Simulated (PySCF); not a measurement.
## Ar³⁺ (argon, charge +3): UHF calculation

Configuration: [Ne] 3s2 3p3, high-spin 4S determinant. Calculation: PySCF 2.14, in aug-cc-pwCVQZ (10s9p7d5f3g, 134 functions); the non-relativistic Hamiltonian (point nucleus).

* Total energy: -523.865379 hartree
* One-electron energy: -698.8459 hartree
* Hartree (Coulomb) energy: 204.0306 hartree
* Exchange energy: -29.0501 hartree
* Kinetic energy: 523.86485 hartree
* ⟨S²⟩: 3.7508
* ⟨L²⟩: 0.000
* Sum of ⟨r⟩: 10.04 bohr
* Sum of ⟨r²⟩: 12.11 bohr²
* Density at the nucleus (Gaussians lack the cusp): 3810 bohr⁻³
* Spin density at the nucleus: 0.185 bohr⁻³
* Langevin diamagnetic susceptibility: -9.59 ×10⁻⁶ cm³/mol

| shell | electrons | mean orbital energy (hartree) | rms radius, mean of both spins (bohr) |
| --- | --- | --- | --- |
| 1s α | 1 | -120.45028 | 0.0998 |
| 1s β | 1 | -120.39428 | 0.0998 |
| 2s α | 1 | -14.10374 | 0.447 |
| 2s β | 1 | -14.05384 | 0.447 |
| 2p α | 3 | -11.37043 | 0.417 |
| 2p β | 3 | -11.27676 | 0.417 |
| 3s α | 1 | -2.93434 | 1.40 |
| 3s β | 1 | -2.47794 | 1.40 |
| 3p α | 3 | -2.17627 | 1.50 |

Spin-orbit constants ζ (cm⁻¹) from the X2C one-electron operator on these orbitals (non-relativistic here): bare nucleus, nucleus screened by l(l+1)(2l+1)/3 electrons, and screened by the Breit-Pauli mean field of the electrons.

| shell | bare | screened nucleus | mean field |
| --- | --- | --- | --- |
| 2p | 12980 | 11540 | 10880 |
| 3p | 1328 | 1180 | 1102 |
